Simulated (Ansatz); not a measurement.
BH4InTe (`[InH2][BH][TeH]`). Total charge 0; spin multiplicity 1. Correlated methods include outer-core shells of In, Te, which these sets cover unevenly. In, Te: def2 effective core potential.

```
atom   x (Å)   y (Å)   z (Å)
 In1   0.074   1.183  -0.697
  B2  -0.745  -0.793  -0.074
 Te3   0.123  -2.027   1.390
  H4   1.238   1.337  -1.969
  H5  -0.376   2.656   0.093
  H6  -1.733  -1.297  -0.522
  H7   1.418  -1.058   1.780
```

Give the diagnostics of a CCSD(T)/def2-TZVPP run (frozen core, Ansatz 0.2.0). (Estimate.)

Ansatz gave: T1 = 0.0160, largest single amplitude 0.048, largest double 0.049, (T) share of the correlation energy 2.9 %, 11 CCSD cycles. The RHF solution is stable towards an unrestricted one. T1 lies under the customary mark of 0.02 for closed shells.
